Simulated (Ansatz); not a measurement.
Species: AsH2 (charge -1, singlet). Whether it binds its extra electron was not tested at this geometry. 
Geometry from a B3LYP-D3(BJ)/def2-TZVP (Ansatz, a quantum-chemistry and plane-wave program) optimisation:
```
As
H 1 1.5469
H 1 1.5469 2 90.71
```
Charge -1, spin multiplicity 1.

Basis-set convergence of Hartree-Fock and CCSD correlation energies (hartree) with Ansatz. Cores are frozen in the correlated levels unless marked. No spin-orbit coupling. The frozen core is the preceding noble-gas configuration, with the filled d and f shells of earlier blocks. Non-relativistic. This anion needs diffuse functions, which these sets lack.

```csv
basis,functions,E(HF),"E(corr, CCSD)"
cc-pVDZ,37,-2235.29864,-0.14358
cc-pVTZ,71,-2235.38426,-0.18155
cc-pVQZ,128,-2235.39155,-0.19272
cc-pV5Z,214,___,___
```

Some entries are withheld; supply them.


- cc-pV5Z, E(HF): -2235.39336
- cc-pV5Z, E(corr, CCSD): -0.19650
